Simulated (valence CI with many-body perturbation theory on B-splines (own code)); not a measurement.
## Nd XXXVIII: magnetic and hyperfine properties of the levels

Calculated by configuration interaction combined with many-body perturbation theory (CI+MBPT): five valence electrons over a frozen Dirac-Fock core [Ar], a basis of 7 s, 7 p, 8 d, 6 f, 4 g, 1 h functions for each j, with the one-electron correlation potential Σ1 (screened to all orders), the two-electron term Σ2, the three-electron term Σ3, Breit, model QED; selected single and double excitations, second order for the rest, scaled by the run's own slope (own B-spline code, finite nucleus).

No measured spectrum was set against this ion. As an estimate, large intervals hold to a few tenths of a per cent, small ones and those within an open d or f shell to about a per cent. Only levels of the ground parity were solved; by the run's estimate the other parity begins above the list, which can be wrong where configurations are misplaced.

A/g_I is the dipole constant over the nuclear g factor μ/I (μ in nuclear magnetons, uniformly magnetised nucleus), B/Q the quadrupole constant per barn. Both hold the static response of the core; the bare values leave it out. Large factors of s and p1/2 electrons are usually good to 5 to 10 %; those of open d and f shells near neutrality can be off by tens of per cent, and small factors of p3/2, d and f electrons come from cancelling terms and can be off by a factor of two or in sign, in half-filled shells by more. B is blank for J = 1/2, where it vanishes, and for nearly pure S terms. Energies count from the lowest level.

Levels are named by their leading jj configuration (3d3/2^4 stands for four electrons in 3d with j = 3/2), which in mixed levels can hold well under half, so a name can repeat and another be missing. Letters in brackets count levels of one name in rising energy.

| Level | E (cm⁻¹) | g | A/g_I (MHz) | A/g_I bare | B/Q (MHz/b) | B/Q bare |
| --- | --- | --- | --- | --- | --- | --- |
| (3d3/2^4 3d5/2) J=5/2 | 0 | 1.495 | 12100 | 12900 | 20800 | 21100 |
| (3d3/2^3 3d5/2^2) J=5/2 [a] | 141520 | 1.281 | 11600 | 12200 | 16600 | 16800 |
| (3d3/2^3 3d5/2^2) J=7/2 [a] | 216460 | 1.146 | 20400 | 20700 | 31000 | 31500 |
| (3d3/2^3 3d5/2^2) J=3/2 [a] | 223650 | 1.237 | 23700 | 24100 | 26300 | 26700 |
| (3d3/2^3 3d5/2^2) J=11/2 | 226730 | 1.132 | 25100 | 25300 | 189 | 150 |
| (3d3/2^3 3d5/2^2) J=9/2 | 252370 | 1.146 | 22600 | 22900 | 30700 | 31200 |
| (3d3/2^3 3d5/2^2) J=5/2 [b] | 265020 | 1.145 | 22600 | 22900 | 4160 | 4240 |
| (3d3/2^3 3d5/2^2) J=1/2 | 275590 | 1.865 | -11800 | -10400 |  |  |
| (3d3/2^3 3d5/2^2) J=7/2 [b] | 303010 | 1.109 | 26600 | 26900 | -28700 | -29100 |
| (3d3/2^2 3d5/2^3) J=5/2 [a] | 355170 | 1.228 | 12500 | 12900 | 1420 | 1450 |
| (3d3/2^3 3d5/2^2) J=3/2 [b] | 372050 | 0.797 | 43100 | 42800 | -27600 | -28000 |
| (3d3/2^2 3d5/2^3) J=7/2 [a] | 394950 | 1.211 | 17600 | 18000 | -5420 | -5510 |
| (3d3/2^2 3d5/2^3) J=11/2 | 401470 | 1.071 | 25300 | 25500 | 1260 | 1280 |
| (3d3/2^2 3d5/2^3) J=9/2 [a] | 415290 | 1.143 | 21800 | 22100 | -5370 | -5470 |
| (3d3/2^2 3d5/2^3) J=1/2 [a] | 429490 | 0.572 | 60800 | 60100 |  |  |
| (3d3/2^2 3d5/2^3) J=13/2 | 433290 | 1.070 | 26800 | 27000 | -58.4 | -53.8 |
| (3d3/2^2 3d5/2^3) J=3/2 [a] | 439030 | 1.187 | 21200 | 21600 | 2450 | 2480 |
| (3d3/2^2 3d5/2^3) J=5/2 [b] | 452280 | 1.017 | 28600 | 28700 | -5970 | -6050 |
| (3d3/2^2 3d5/2^3) J=9/2 [b] | 484760 | 1.101 | 24600 | 24800 | 1740 | 1760 |
| (3d3/2^2 3d5/2^3) J=7/2 [b] | 499740 | 0.986 | 32600 | 32600 | -1160 | -1190 |
| (3d3/2^2 3d5/2^3) J=5/2 [c] | 508760 | 1.037 | 27900 | 28000 | 6990 | 7090 |
| (3d3/2^2 3d5/2^3) J=3/2 [b] | 526050 | 0.808 | 40800 | 40600 | 3180 | 3250 |
| (3d3/2^2 3d5/2^3) J=7/2 [c] | 547060 | 1.049 | 29400 | 29500 | 4210 | 4280 |
| (3d3/2^2 3d5/2^3) J=1/2 [b] | 550610 | 1.834 | -11100 | -9680 |  |  |
| (3d3/2^2 3d5/2^3) J=9/2 [c] | 595870 | 1.105 | 24400 | 24600 | 21300 | 21700 |
| (3d3/2 3d5/2^4) J=5/2 [a] | 595970 | 1.225 | 13100 | 13500 | -18100 | -18400 |
| (3d3/2 3d5/2^4) J=7/2 [a] | 648170 | 1.189 | 19000 | 19400 | -42300 | -42900 |
| (3d3/2 3d5/2^4) J=11/2 | 660690 | 1.064 | 26200 | 26300 | -1540 | -1520 |
| (3d3/2 3d5/2^4) J=3/2 [a] | 671680 | 0.911 | 27900 | 27800 | -28300 | -28800 |
| (3d3/2^2 3d5/2^3) J=5/2 [d] | 690030 | 1.128 | 21100 | 21400 | 20900 | 21300 |
| (3d3/2^2 3d5/2^3) J=3/2 [c] | 702530 | 1.193 | 21900 | 22300 | -18400 | -18700 |
| (3d3/2 3d5/2^4) J=9/2 | 714420 | 1.109 | 23300 | 23600 | -48400 | -49200 |
| (3d3/2 3d5/2^4) J=5/2 [b] | 742110 | 1.113 | 22300 | 22600 | -876 | -877 |
| (3d3/2 3d5/2^4) J=7/2 [b] | 757980 | 0.979 | 29900 | 30000 | 42200 | 42900 |
| (3d3/2 3d5/2^4) J=1/2 | 823020 | 1.039 | -1760 | -1580 |  |  |
| (3d3/2 3d5/2^4) J=3/2 [b] | 906790 | 0.884 | 41900 | 41800 | 42400 | 43000 |
| (3d5/2^5) J=5/2 | 918820 | 1.153 | 18800 | 19100 | -46000 | -46700 |

Take the isotope of mass number 145, with I = 7/2, μ = -0.656 μN and Q = -0.314 b. What is the hyperfine structure of (3d3/2^3 3d5/2^2) J=9/2?

From the table A = -4230 MHz, B = -9650 MHz. Shifts from the centre of gravity in MHz: F = 1: 77000, F = 2: 69900, F = 3: 59000, F = 4: 43900, F = 5: 24200, F = 6: -703, F = 7: -31500, F = 8: -69000.
